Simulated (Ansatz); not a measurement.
Vertical singlet–triplet gap (eV) of eight silicon and germanium compounds: PBE beside CAM-B3LYP, computed with Ansatz (a program for electronic structure) for isolated molecules in the bases named; differences from unrounded values. The eight are the first of their class met in an unordered collection, after screening for sound electronic states; none was chosen by its value. Functionals give these values as differences of separate SCF runs (ΔSCF), EOM-CCSD as a root; each molecule has one DFT geometry for both levels.

```csv
molecule,basis,CAM-B3LYP,PBE,difference
"C₂H₉FSi₃, SMILES F[Si@H]1C[SiH2]C[SiH2]1",def2-SVPD,5.36,4.79,-0.57
"C2H11NSi3, SMILES CC[Si@H]1N[SiH2][SiH2]1",def2-SVPD,5.24,4.60,-0.64
"H₁₁NSi₄, SMILES [SiH3]N[SiH2][SiH2][SiH3]",def2-SVPD,5.35,4.50,-0.85
"Ge(H)3(Et) (C₂H₈Ge), SMILES C[CH2][GeH3]",def2-SVPD,7.43,6.88,-0.56
"C3H11NOSi, SMILES N[SiH2]OC(C)C",def2-SVPD,6.40,5.79,-0.60
"C2H8FNSi2, SMILES C=C[Si@H](N)[SiH2]F",def2-SVPD,4.10,4.05,-0.05
"Si(H)2(Me)(vinyl) (C3H8Si), SMILES C=C[SiH2]C",def2-SVPD,4.20,4.27,0.07
"germyloxygermane (Ge2H6O), SMILES [GeH3][O][GeH3]",def2-SVPD,6.24,5.47,-0.76
```

PBE lies below CAM-B3LYP in 7 and above it in 1 of the eight; the mean signed difference is -0.49 and the largest -0.85 eV.
